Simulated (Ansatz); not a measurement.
Ansatz (a program for electronic structure) input (HF/3-21G): The .json file is the Basis Set Exchange's 3-21G.

Ansatz 0.2 input:
```yaml
crystal:
  periodic: [false, false, false]
  atoms:
    - {symbol: As, position_ang: [-0.01946706, -0.02930590, 0.05119338]}
    - {symbol: H, position_ang: [-0.57983965, 1.11526124, -0.82569952]}
    - {symbol: H, position_ang: [1.22225249, -0.14816670, -0.86368213]}
basis:
  gaussian:
    orbitals: 3-21G.json
hamiltonian:
  xc: {name: HF}
total_charge: -1
relax: {f_tol: 0.003, max_steps: 120}
```

What final total energy does it give?

-2224.55526 Eh.
